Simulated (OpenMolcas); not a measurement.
Ru⁺.

```json
{
 "Program": "OpenMolcas 26.06",
 "Basis": "ANO-R3 [8s6p5d3f2g1h]",
 "Scalar Hamiltonian": "X2C, finite nucleus",
 "Active space": "7 electrons in 5 orbitals (4d)",
 "State averaging": "2S+1 = 4 even, 10 roots; 2S+1 = 2 even, 40 roots",
 "Spin-orbit coupling": "state interaction with AMFI integrals over the reference wave functions, term energies averaged over their components"
}
```

Two sets of levels on these reference wave functions, in cm⁻¹ above 4d⁷ ⁴F_9/2: one from CASSCF and one from MS-CASPT2, IPEA 0.25 Eh, imaginary shift 0.1 Eh (closed shells correlated: 4s 4p).

| Level | Set 1 | Set 2 |
| --- | --- | --- |
| 4d⁷ ⁴F_9/2 | 0.0 | 0.0 |
| 4d⁷ ⁴F_7/2 | 1537 | 1562 |
| 4d⁷ ⁴F_5/2 | 2580 | 2580 |
| 4d⁷ ⁴F_3/2 | 3260 | 3220 |
| 4d⁷ ⁴P_5/2 | 12990 | 9550 |
| 4d⁷ ⁴P_3/2 | 13120 | 9550 |
| 4d⁷ ²G_9/2 | 13380 | 10920 |
| 4d⁷ ⁴P_1/2 | 14080 | 10610 |
| 4d⁷ ²G_7/2 | 14910 | 12430 |
| 4d⁷ ²P_3/2 [58 %] | 17520 | 13470 |
| 4d⁷ ²H_11/2 | 17720 | 14940 |
| 4d⁷ ²P_1/2 | 19120 | 14910 |
| 4d⁷ ²H_9/2 | 19190 | 16440 |
| 4d⁷ ²D_5/2(1) | 19320 | 15350 |
| 4d⁷ ²D_3/2(1) [74 %] | 21880 | 17830 |
| 4d⁷ ²F_5/2 | 29700 | 22950 |

Problem. Which set is which?

Solution. Set 2 is MS-CASPT2. Its levels of the other terms of 4d⁷ lie at 0.73 to 0.86 of the other set's values, as expected, since terms of lower spin or lower L gain more correlation energy than the Hund ground term. Against 6 measured levels (NIST Handbook of Basic Atomic Spectroscopic Data) the mean absolute deviation is 640 cm-1 with it and 2400 cm-1 without; single levels miss by up to 1300 cm-1 with it.

CASPT2 does not keep the components of a term degenerate, so their means are used; among the terms shown or strongly mixed into the levels shown the widest spread is 1200 cm-1 (4d⁷ ⁴F, MS-CASPT2). Configurations with an s electron lie low at this charge and mix in, so terms can be misplaced. Without dynamic correlation excited terms often stand tens of per cent too high (terms of higher spin than the ground term too low), and those without a measured partner can miss by more than the paired ones (holds for CASSCF). The CASPT2 spread within a term exceeds the gap to the next term for 4d⁷ ²H and 4d⁷ ²D(1), so the order of their levels is uncertain (holds for MS-CASPT2). Some terms miss by over 15 % even with CASPT2, which points to a basis or an active space too small for the shells correlated (holds for MS-CASPT2). Computed and measured levels are paired by configuration, term and J; levels that our copy of the source lacks, or whose pairing is in doubt (as where it misses far off the trend of its configuration), stay unpaired and out of the deviations. Levels of configurations outside the active space are missing. The table leaves out levels that lie high or whose names do not pair safely across all columns.

A share in square brackets marks a mixed level and gives the weight of the term that names it, the lowest over the columns. A number in round brackets counts repeated terms of one configuration in the order of the reference energies.
